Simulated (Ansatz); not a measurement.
ScF₆²⁻, that is [ScF6]3- with one electron fewer. Total charge -2; doublet. Geometry r2SCAN-D4/def2-SVPD; atoms count from 1.

```xyz
7

Sc    0.0000    0.0000    0.0000
F     0.1883    1.4555    1.4125
F    -0.1883   -1.4555   -1.4125
F    -1.6041   -0.7558    1.0024
F     1.6041    0.7558   -1.0024
F     1.2463   -1.1976    1.0777
F    -1.2463    1.1976   -1.0777
```

A multiply charged anion in the gas phase is held together partly by the finite basis. Removing one electron lowers the energy by 2.92 eV at PBE0-D4/def2-TZVPD, so it isn't bound.

**Question.** Estimate the Mulliken populations from the PBE0/def2-TZVPD orbitals of Ansatz.

**Answer.** 
```json
{"atom": "Sc1", "charge (e)": "2.36", "spin (α − β)": "-0.05", "d electrons": "0.60"}
{"atom": "F2", "charge (e)": "-0.73", "spin (α − β)": "0.18", "d electrons": "–"}
{"atom": "F3", "charge (e)": "-0.73", "spin (α − β)": "0.18", "d electrons": "–"}
{"atom": "F4", "charge (e)": "-0.73", "spin (α − β)": "0.18", "d electrons": "–"}
{"atom": "F5", "charge (e)": "-0.73", "spin (α − β)": "0.18", "d electrons": "–"}
{"atom": "F6", "charge (e)": "-0.73", "spin (α − β)": "0.18", "d electrons": "–"}
{"atom": "F7", "charge (e)": "-0.73", "spin (α − β)": "0.18", "d electrons": "–"}
```
Mulliken values depend strongly on the basis. With diffuse functions, as here, like atoms can get unlike values, and bond orders can come out too low or too high.

**Question.** Where does the spin sit?

**Answer.** Summed by element: Sc -0.05, F 1.05, of 1 unpaired in all. Largest on single atoms: F6 0.18, F2 0.18, F5 0.18.
